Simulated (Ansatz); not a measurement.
Nudged elastic band run: C₂H₅ClGaN

The input (input.yaml):

```yaml
crystal:
  periodic: [false, false, false]
  atoms:
    - { symbol: Cl, position_ang: [-2.575636, 1.028166, -1.927709] }
    - { symbol: Ga, position_ang: [-2.509385, -0.267949, -0.039853] }
    - { symbol: C, position_ang: [0.711206, 0.385461, 0.861916] }
    - { symbol: C, position_ang: [0.857151, -0.83126, 0.038565] }
    - { symbol: "N", position_ang: [-0.220852, 0.110447, -0.220559] }
    - { symbol: H, position_ang: [0.285683, 0.308015, 1.867919] }
    - { symbol: H, position_ang: [1.423021, 1.204336, 0.722765] }
    - { symbol: H, position_ang: [0.540218, -1.798679, 0.441957] }
    - { symbol: H, position_ang: [1.672954, -0.87895, -0.688585] }
    - { symbol: H, position_ang: [-0.101259, 0.689213, -1.053516] }
basis:
  gaussian: { orbitals: def2-SVP }
hamiltonian:
  xc: pbe0
  dispersion: d4
neb:
  order_check: false
  images: 9
  f_tol: 0.05
  max_iterations: 28
  final_atoms:
    - { symbol: Cl, position_ang: [-2.4023879, 0.53165305, -1.17290168] }
    - { symbol: Ga, position_ang: [-2.69010456, -0.76657676, 0.63582449] }
    - { symbol: C, position_ang: [0.64207359, 0.49966347, 0.68929288] }
    - { symbol: C, position_ang: [0.77899883, -0.72166284, -0.13514642] }
    - { symbol: "N", position_ang: [0.98709961, 0.58750159, -0.7128509] }
    - { symbol: H, position_ang: [-0.3635628, 0.81615897, 0.9989765] }
    - { symbol: H, position_ang: [1.42998331, 0.77183838, 1.40015697] }
    - { symbol: H, position_ang: [-0.12945246, -1.27491223, -0.41206105] }
    - { symbol: H, position_ang: [1.66713811, -1.35509199, -0.03477966] }
    - { symbol: H, position_ang: [0.16331528, 0.86022835, -1.25361113] }
  initial_path:
    images:
      - { positions_ang: [[-2.575636, 1.028166, -1.927709], [-2.509385, -0.267949, -0.039853], [0.711206, 0.385461, 0.861916], [0.857151, -0.83126, 0.038565], [-0.220852, 0.110447, -0.220559], [0.285683, 0.308015, 1.867919], [1.423021, 1.204336, 0.722765], [0.540218, -1.798679, 0.441957], [1.672954, -0.87895, -0.688585], [-0.101259, 0.689213, -1.053516]] }
      - { positions_ang: [[-2.58066309, 1.00894829, -1.72955198], [-2.38124385, -0.22856324, 0.07329092], [0.68461577, 0.35050289, 0.93617042], [0.83802673, -0.77111937, 0.01567851], [-0.16119644, 0.13522282, -0.4078423], [0.13907281, 0.33216627, 1.79777169], [1.37883779, 1.1965148, 0.81615655], [0.46907966, -1.73661497, 0.35770232], [1.68897906, -0.85243769, -0.60649115], [0.00759255, 0.51418021, -1.24998498]] }
      - { positions_ang: [[-2.58569018, 0.98973057, -1.53139495], [-2.25310269, -0.18917748, 0.18643483], [0.65802554, 0.31554478, 1.01042485], [0.81890246, -0.71097875, -0.00720798], [-0.10154088, 0.15999864, -0.5951256], [-0.00753737, 0.35631754, 1.72762438], [1.33465457, 1.1886936, 0.90954811], [0.39794132, -1.67455093, 0.27344763], [1.70500412, -0.82592539, -0.5243973], [0.1164441, 0.33914741, -1.44645397]] }
      - { positions_ang: [[-2.59071727, 0.97051286, -1.33323793], [-2.12496154, -0.14979172, 0.29957875], [0.63143531, 0.28058667, 1.08467927], [0.7997782, -0.65083812, -0.03009447], [-0.04188531, 0.18477446, -0.7824089], [-0.15414756, 0.38046882, 1.65747707], [1.29047136, 1.1808724, 1.00293966], [0.32680298, -1.6124869, 0.18919295], [1.72102918, -0.79941308, -0.44230345], [0.22529565, 0.16411462, -1.64292295]] }
      - { positions_ang: [[-2.59574436, 0.95129514, -1.1350809], [-1.99682038, -0.11040596, 0.41272266], [0.60484508, 0.24562856, 1.15893369], [0.78065393, -0.59069749, -0.05298095], [0.01777025, 0.20955029, -0.9696922], [-0.30075774, 0.40462009, 1.58732976], [1.24628815, 1.1730512, 1.09633122], [0.25566464, -1.55042286, 0.10493827], [1.73705423, -0.77290078, -0.36020961], [0.3341472, -0.01091817, -1.83939194]] }
      - { positions_ang: [[-2.60077145, 0.93207743, -0.93692388], [-1.86867923, -0.0710202, 0.52586658], [0.57825484, 0.21067044, 1.23318811], [0.76152966, -0.53055687, -0.07586744], [0.07742581, 0.23432611, -1.1569755], [-0.44736793, 0.42877136, 1.51718245], [1.20210494, 1.16522999, 1.18972277], [0.18452631, -1.48835883, 0.02068359], [1.75307929, -0.74638847, -0.27811576], [0.44299875, -0.18595096, -2.03586092]] }
      - { positions_ang: [[-2.56109474, 0.85199255, -0.98411944], [-2.03296429, -0.21013151, 0.54785816], [0.59101859, 0.26846905, 1.12440907], [0.76502349, -0.56877806, -0.08772324], [0.25936057, 0.3049612, -1.06815058], [-0.4306069, 0.50624888, 1.41354126], [1.24768061, 1.08655167, 1.23180961], [0.12173055, -1.44566951, -0.06586534], [1.73589106, -0.86812918, -0.22944854], [0.38706206, 0.0232849, -1.87941096]] }
      - { positions_ang: [[-2.52141803, 0.77190768, -1.031315], [-2.19724936, -0.34924282, 0.56984975], [0.60378234, 0.32626766, 1.01563002], [0.76851733, -0.60699925, -0.09957903], [0.44129533, 0.3755963, -0.97932566], [-0.41384588, 0.5837264, 1.30990007], [1.29325629, 1.00787335, 1.27389645], [0.0589348, -1.40298019, -0.15241427], [1.71870282, -0.98986988, -0.18078132], [0.33112536, 0.23252076, -1.72296101]] }
      - { positions_ang: [[-2.48174132, 0.6918228, -1.07851056], [-2.36153443, -0.48835413, 0.59184133], [0.61654609, 0.38406626, 0.90685097], [0.77201116, -0.64522045, -0.11143483], [0.62323009, 0.44623139, -0.89050074], [-0.39708485, 0.66120393, 1.20625888], [1.33883196, 0.92919503, 1.31598329], [-0.00386096, -1.36029087, -0.2389632], [1.70151458, -1.11161058, -0.1321141], [0.27518867, 0.44175662, -1.56651105]] }
      - { positions_ang: [[-2.44206461, 0.61173793, -1.12570612], [-2.52581949, -0.62746544, 0.61383291], [0.62930984, 0.44186487, 0.79807193], [0.77550499, -0.68344164, -0.12329063], [0.80516485, 0.51686649, -0.80167582], [-0.38032383, 0.73868145, 1.10261769], [1.38440764, 0.8505167, 1.35807013], [-0.06665671, -1.31760155, -0.32551213], [1.68432634, -1.23335129, -0.08344688], [0.21925198, 0.65099249, -1.41006109]] }
      - { positions_ang: [[-2.4023879, 0.53165305, -1.17290168], [-2.69010456, -0.76657676, 0.63582449], [0.64207359, 0.49966347, 0.68929288], [0.77899883, -0.72166284, -0.13514642], [0.98709961, 0.58750159, -0.7128509], [-0.3635628, 0.81615897, 0.9989765], [1.42998331, 0.77183838, 1.40015697], [-0.12945246, -1.27491223, -0.41206105], [1.66713811, -1.35509199, -0.03477966], [0.16331528, 0.86022835, -1.25361113]] }
```

Command:

```bash
$ ansatz run input.yaml --threads 2 --pin off --max-ram 3072MiB --backend cpu --events-out ev --progress --plain --runs-dir out
```

Output, in part (warnings, iteration lines, the closing report on the highest movable image, with atoms numbered from 0):

```
NEB end point (image 0): max|allowed force component| = 1.382e-2 eV/Å (the criterion of neb.relax_end_points is 1.000e-2)
NEB end point (image 10): max|allowed force component| = 1.043e-2 eV/Å (the criterion of neb.relax_end_points is 1.000e-2)
NEB iter   1: max|band force component| = 2.892e1 eV/Å  barrier→ = 8.1343 eV  barrier← = 7.6093 eV  Δτ_max = 0.2000 Å  (340 SCF iters)
NEB iter   2: max|band force component| = 3.699e0 eV/Å  barrier→ = 4.7595 eV  barrier← = 4.2344 eV  Δτ_max = 0.2000 Å  (307 SCF iters)
NEB iter   3: max|band force component| = 2.925e0 eV/Å  barrier→ = 3.4905 eV  barrier← = 2.9654 eV  Δτ_max = 0.2000 Å  (282 SCF iters)
NEB iter   4: max|band force component| = 9.799e0 eV/Å  barrier→ = 2.5248 eV  barrier← = 1.9998 eV  Δτ_max = 0.1015 Å  (279 SCF iters)
NEB iter   5: max|band force component| = 3.324e0 eV/Å  barrier→ = 1.9271 eV  barrier← = 1.4020 eV  Δτ_max = 0.2000 Å  (262 SCF iters)
NEB iter   6: max|band force component| = 3.703e0 eV/Å  barrier→ = 1.2138 eV  barrier← = 0.6888 eV  Δτ_max = 0.2000 Å  (263 SCF iters)
NEB iter   7: max|band force component| = 3.815e0 eV/Å  barrier→ = 1.1265 eV  barrier← = 0.6014 eV  Δτ_max = 0.1023 Å  (269 SCF iters)
NEB iter   8: max|band force component| = 1.486e0 eV/Å  barrier→ = 1.0460 eV  barrier← = 0.5210 eV  Δτ_max = 0.2000 Å  (265 SCF iters)
NEB iter   9: max|band force component| = 2.282e0 eV/Å  barrier→ = 1.0545 eV  barrier← = 0.5294 eV  Δτ_max = 0.0995 Å  (266 SCF iters)
NEB iter  10: max|band force component| = 1.502e0 eV/Å  barrier→ = 1.0649 eV  barrier← = 0.5399 eV  Δτ_max = 0.1002 Å  (263 SCF iters)
NEB iter  11: max|band force component| = 8.835e-1 eV/Å  barrier→ = 0.9578 eV  barrier← = 0.4328 eV  Δτ_max = 0.1944 Å  (258 SCF iters)
NEB iter  12: max|band force component| = 8.319e-1 eV/Å  barrier→ = 1.0396 eV  barrier← = 0.5145 eV  Δτ_max = 0.1973 Å  (262 SCF iters)
NEB iter  13: max|band force component| = 1.978e0 eV/Å  barrier→ = 0.9154 eV  barrier← = 0.3904 eV  Δτ_max = 0.1016 Å  (263 SCF iters)
NEB iter  14: max|band force component| = 1.098e0 eV/Å  barrier→ = 1.0072 eV  barrier← = 0.4822 eV  Δτ_max = 0.1011 Å  (264 SCF iters)
NEB iter  15: max|band force component| = 6.765e-1 eV/Å  barrier→ = 0.9812 eV  barrier← = 0.4561 eV  Δτ_max = 0.1019 Å  (249 SCF iters)
NEB iter  16: max|band force component| = 7.320e-1 eV/Å  barrier→ = 0.9083 eV  barrier← = 0.3833 eV  Δτ_max = 0.1046 Å  (261 SCF iters)
NEB iter  17: max|band force component| = 5.877e-1 eV/Å  barrier→ = 0.9338 eV  barrier← = 0.4088 eV  Δτ_max = 0.1036 Å  (259 SCF iters)
NEB iter  18: max|band force component| = 5.750e-1 eV/Å  barrier→ = 0.9587 eV  barrier← = 0.4336 eV  Δτ_max = 0.1028 Å  (262 SCF iters)
NEB iter  19: max|band force component| = 4.882e-1 eV/Å  barrier→ = 0.9151 eV  barrier← = 0.3900 eV  CI = image 4  Δτ_max = 0.0751 Å  (251 SCF iters)
NEB iter  20: max|band force component| = 1.637e-1 eV/Å  barrier→ = 0.9305 eV  barrier← = 0.4055 eV  CI = image 4  Δτ_max = 0.0791 Å  (252 SCF iters)
NEB iter  21: max|band force component| = 1.055e-1 eV/Å  barrier→ = 0.9275 eV  barrier← = 0.4025 eV  CI = image 4  Δτ_max = 0.0241 Å  (238 SCF iters)
NEB iter  22: max|band force component| = 6.921e-2 eV/Å  barrier→ = 0.9260 eV  barrier← = 0.4010 eV  CI = image 4  Δτ_max = 0.0251 Å  (239 SCF iters)
NEB iter  23: max|band force component| = 3.967e-2 eV/Å  barrier→ = 0.9260 eV  barrier← = 0.4009 eV  CI = image 4  Δτ_max = 0.0000 Å  (487 SCF iters)
Total energy: -68517.84051221 eV, -2517.9841957633 hartree
Atom 0 at    -2.799510     0.942657    -1.697397 Å, force    -0.007644     0.014367    -0.031248 eV/Å
Atom 1 at    -2.373694    -0.283020     0.155070 Å, force    -0.001481    -0.020748     0.037616 eV/Å
Atom 2 at     0.766680     0.448583     0.775602 Å, force     0.000748    -0.023834     0.020734 eV/Å
Atom 3 at     0.869949    -0.834397    -0.013479 Å, force     0.002745     0.005478     0.020601 eV/Å
Atom 4 at     0.244236     0.317726    -0.523879 Å, force     0.038375     0.018092    -0.009541 eV/Å
Atom 5 at     0.090584     0.446975     1.647288 Å, force     0.004461     0.003909    -0.000179 eV/Å
Atom 6 at     1.663629     1.069783     0.910872 Å, force    -0.003132     0.001660    -0.002857 eV/Å
Atom 7 at     0.262776    -1.686332     0.334711 Å, force    -0.001698    -0.009018    -0.002995 eV/Å
Atom 8 at     1.841145    -1.124962    -0.439250 Å, force    -0.008127     0.001070    -0.004797 eV/Å
Atom 9 at    -0.482693     0.651786    -1.146638 Å, force    -0.024247     0.009024    -0.027334 eV/Å
Dipole moment:     0.270443    -0.255390     0.405386 e Å
```

The forces met the threshold. A vibrational analysis at the climbing image gives one clearly imaginary mode, 585i cm⁻¹: a first-order saddle point.

Final band (atoms are numbered from 1 in the order of the input):

```json
{"image": "0", "path coordinate (Å)": "0.00", "energy (eV)": "0.00", "dihedral C3–C4–N5–H10 (°)": "106"}
{"image": "1", "path coordinate (Å)": "0.33", "energy (eV)": "0.01", "dihedral C3–C4–N5–H10 (°)": "107"}
{"image": "2", "path coordinate (Å)": "0.65", "energy (eV)": "0.15", "dihedral C3–C4–N5–H10 (°)": "117"}
{"image": "3", "path coordinate (Å)": "0.98", "energy (eV)": "0.61", "dihedral C3–C4–N5–H10 (°)": "148"}
{"image": "4", "path coordinate (Å)": "1.31", "energy (eV)": "0.93", "dihedral C3–C4–N5–H10 (°)": "-150"}
{"image": "5", "path coordinate (Å)": "1.73", "energy (eV)": "0.73", "dihedral C3–C4–N5–H10 (°)": "-113"}
{"image": "6", "path coordinate (Å)": "2.16", "energy (eV)": "0.63", "dihedral C3–C4–N5–H10 (°)": "-106"}
{"image": "7", "path coordinate (Å)": "2.58", "energy (eV)": "0.59", "dihedral C3–C4–N5–H10 (°)": "-104"}
{"image": "8", "path coordinate (Å)": "3.01", "energy (eV)": "0.56", "dihedral C3–C4–N5–H10 (°)": "-103"}
{"image": "9", "path coordinate (Å)": "3.43", "energy (eV)": "0.54", "dihedral C3–C4–N5–H10 (°)": "-103"}
{"image": "10", "path coordinate (Å)": "3.86", "energy (eV)": "0.53", "dihedral C3–C4–N5–H10 (°)": "-102"}
```

The run took 27 min on 2 threads of Intel(R) Xeon(R) Processor @ 2.50GHz (Skylake/Cascade Lake) (shared host), peak memory 0.32 GiB.
